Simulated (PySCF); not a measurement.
# AsH3, singlet: computed properties

These are results of PySCF, PBE0, basis As def2-TZVP, H def2-TZVP (no relativity, density fitting), not measurements.

The structure is a minimum.

```xyz
4
charge 0 multiplicity 1, angstrom
As    0.0000    0.0000   -0.0329
H     1.2639    0.0000    0.8146
H    -0.6320    1.0946    0.8145
H    -0.6320   -1.0946    0.8145
```

```
Point group                                                                   : C3v
Bond lengths                                                                  : As–H 1.522 Å (×3)
Bond angles                                                                   : H–As–H 92.0° (×3)
Principal quadrupole moments (Buckingham, traceless) about the centre of mass : -1.94, 0.97, 0.97 D Å
Heat capacity Cp at 298.15 K                                                  : 38.3 J/(mol K)
Dipole moment                                                                 : 0.34 D
Entropy at 298.15 K and 1 bar                                                 : 222.9 J/(mol K)
Principal polarisabilities                                                    : 31.6, 32.3, 32.3 bohr³
Enthalpy at 298.15 K above 0 K                                                : 10.23 kJ/mol
Rotational constants                                                          : 3.744, 3.744, 3.49 cm⁻¹
Rotational symmetry number                                                    : 3
Lowest empty level                                                            : 0.68 eV
Zero-point energy                                                             : 57.6 kJ/mol
Atomisation energy without zero-point energy                                  : 900 kJ/mol
Highest occupied level                                                        : -7.81 eV
```

Harmonic modes (masses in u: As 74.922, H 1.008):
| symmetry | ω (cm⁻¹) | IR (km/mol, summed over degenerate members) |
| --- | --- | --- |
| a1 | 922 | 22.8 |
| e | 1018 | 21.0 |
| a1 | 2215 | 65.1 |
| e | 2228 | 198 |

In C3v the vibrations span 2a1 + 2e.

Charges (e):
```json
{"atom": "As1", "Mulliken": "-0.21", "Löwdin": "0.07", "polar tensor": "0.39", "Mayer order to As1": "–"}
{"atom": "H2,3,4", "Mulliken": "0.07", "Löwdin": "-0.02", "polar tensor": "-0.13", "Mayer order to As1": "0.97"}
```

Mulliken populations on As1: s 7.79, p 15.27, d 10.13, f 0.01.

Outer orbital energies (eV). occupied: -17.75, -10.27, -10.27, -7.81; empty: 0.68, 0.68, 1.01, 5.57.

Counting electrons, arsenic keeps 2 of its valence electrons outside its bonds, so the VSEPR class is AX3E1 and the expected shape is trigonal pyramidal (C3v), as computed. The angle of 92° is close to 90°: the heavy centre bonds with nearly pure p orbitals and keeps its lone pair s-like.

The final relaxation and frequency run took 8.5 s on 2 threads of a shared Arm Neoverse V1 host, with 66 basis functions and 8 gradients; the process peaked at 0.82 GiB.
